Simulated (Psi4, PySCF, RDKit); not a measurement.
Internal rotation in SMILES C=Cc1ccc([SeH])s1. Scanned: dihedral S8–C6–Se7–H14; all other coordinates were relaxed at GFN2-xTB. Points at φ and −φ are mirror images. Heavy atoms are numbered in the order of the SMILES C=Cc1ccc([SeH])s1, hydrogens after them in the order of the atoms that carry them; the mirror image has the same energies with the sign of each dihedral reversed.

PBE/def2-SVP // GFN2-xTB (Psi4); UFF // GFN2-xTB (RDKit); RKS-B3LYP/6-31G* = restricted B3LYP/6-31G*, spherical d, density fitting // GFN2-xTB (PySCF).

Energies in kJ/mol, each method relative to its own lowest point.

```json
[
 {"φ / °": "-165", "PBE/def2-SVP": "5.6", "UFF": "27.0", "RKS-B3LYP/6-31G*": "9.3"},
 {"φ / °": "-150", "PBE/def2-SVP": "4.9", "UFF": "21.4", "RKS-B3LYP/6-31G*": "8.2"},
 {"φ / °": "-135", "PBE/def2-SVP": "3.9", "UFF": "13.9", "RKS-B3LYP/6-31G*": "6.3"},
 {"φ / °": "-120", "PBE/def2-SVP": "2.6", "UFF": "6.5", "RKS-B3LYP/6-31G*": "3.9"},
 {"φ / °": "-105", "PBE/def2-SVP": "1.3", "UFF": "1.3", "RKS-B3LYP/6-31G*": "1.6"},
 {"φ / °": "-90", "PBE/def2-SVP": "0.4", "UFF": "0.0", "RKS-B3LYP/6-31G*": "0.1"},
 {"φ / °": "-75", "PBE/def2-SVP": "0.0", "UFF": "2.9", "RKS-B3LYP/6-31G*": "0.0"},
 {"φ / °": "-60", "PBE/def2-SVP": "0.2", "UFF": "8.6", "RKS-B3LYP/6-31G*": "1.2"},
 {"φ / °": "-45", "PBE/def2-SVP": "1.1", "UFF": "15.3", "RKS-B3LYP/6-31G*": "3.3"},
 {"φ / °": "-30", "PBE/def2-SVP": "2.3", "UFF": "21.3", "RKS-B3LYP/6-31G*": "5.7"},
 {"φ / °": "-15", "PBE/def2-SVP": "3.5", "UFF": "25.7", "RKS-B3LYP/6-31G*": "7.7"},
 {"φ / °": "0", "PBE/def2-SVP": "4.0", "UFF": "27.2", "RKS-B3LYP/6-31G*": "8.5"},
 {"φ / °": "15", "PBE/def2-SVP": "3.5", "UFF": "25.7", "RKS-B3LYP/6-31G*": "7.7"},
 {"φ / °": "30", "PBE/def2-SVP": "2.3", "UFF": "21.3", "RKS-B3LYP/6-31G*": "5.7"},
 {"φ / °": "45", "PBE/def2-SVP": "1.1", "UFF": "15.3", "RKS-B3LYP/6-31G*": "3.3"},
 {"φ / °": "60", "PBE/def2-SVP": "0.2", "UFF": "8.6", "RKS-B3LYP/6-31G*": "1.2"},
 {"φ / °": "75", "PBE/def2-SVP": "0.0", "UFF": "2.9", "RKS-B3LYP/6-31G*": "0.0"},
 {"φ / °": "90", "PBE/def2-SVP": "0.4", "UFF": "0.0", "RKS-B3LYP/6-31G*": "0.1"},
 {"φ / °": "105", "PBE/def2-SVP": "1.3", "UFF": "1.3", "RKS-B3LYP/6-31G*": "1.6"},
 {"φ / °": "120", "PBE/def2-SVP": "2.6", "UFF": "6.5", "RKS-B3LYP/6-31G*": "3.9"},
 {"φ / °": "135", "PBE/def2-SVP": "3.9", "UFF": "13.9", "RKS-B3LYP/6-31G*": "6.3"},
 {"φ / °": "150", "PBE/def2-SVP": "4.9", "UFF": "21.4", "RKS-B3LYP/6-31G*": "8.2"},
 {"φ / °": "165", "PBE/def2-SVP": "5.6", "UFF": "27.0", "RKS-B3LYP/6-31G*": "9.3"},
 {"φ / °": "180", "PBE/def2-SVP": "5.8", "UFF": "29.0", "RKS-B3LYP/6-31G*": "9.6"}
]
```
